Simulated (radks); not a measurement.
Question: These are the eigenvalues of the occupied orbitals of an atom or ion with whole-number occupations (Ry). Calculated with a radial shooting solver on a logarithmic mesh with Libxc functionals: Dirac Kohn-Sham, PBEsol, spin-unpolarised, spherical densities, finite nucleus; Fermi nuclear charge, rms radius of each element as measured or else 0.836 A^(1/3) + 0.57 fm.

orbital  eigenvalue
1s1/2     -5751.689
2s1/2     -1010.499
2p1/2     -968.8980
2p3/2     -841.9146
3s1/2     -238.1614
3p1/2     -219.4102
3p3/2     -191.5035
3d3/2     -160.1342
3d5/2     -154.1189
4s1/2     -51.82444
4p1/2     -43.85492
4p3/2     -37.15585
4d3/2     -24.06461
4d5/2     -22.81236
5s1/2      -7.74294
4f5/2      -6.07429
4f7/2      -5.81193
5p1/2      -5.15266
5p3/2      -4.00034
5d3/2      -0.58293
5d5/2      -0.47439
6s1/2      -0.41589

Which element is it, and in what charge state? The configuration may be excited. Open shells, if any, fill j = l - 1/2 first.

Answer: Z = 78, platinum, charge 0: Pt in [Xe] 4f13 5d10 6s1. The list shows which subshells hold electrons but not how many an open one holds; the 1s level, -2875.8 hartree, gives Z - s = 75.8 by -(Z - s)^2/2, which with screening and relativity narrows Z to a few neighbours, and the depths of the outer levels then fix element, charge and occupations together.
